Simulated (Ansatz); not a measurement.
Energy difference R1 → 2 P1 + P2, each structure at its B3LYP-D3(BJ)/def2-TZVP stationary point, reached from a drawn start (curvature not checked).
R1: H2O (SMILES O), charge 0, multiplicity 1.
P1: H atom, charge 0, multiplicity 2.
P2: O atom, charge 0, multiplicity 3.

P less R. No zero-point or thermal terms; singlets are restricted closed shells; open shells are unrestricted; no spin–orbit coupling.

Correlated levels freeze the cores.

Run with Ansatz (Gaussian basis) for Hartree–Fock, density functionals and correlated methods. All values are computed, each at the level named.

Task: What is the computed reaction energy (revPBE/def2-TZVPP)?

Result: 9.82 eV

Task: What is the computed reaction energy (CCSD(T)/cc-pVQZ)?

Result: 9.97 eV

Task: What reaction energy does SCS-MP2/cc-pVDZ give?

Result: 9.10 eV

Ansatz is a first-principles code.
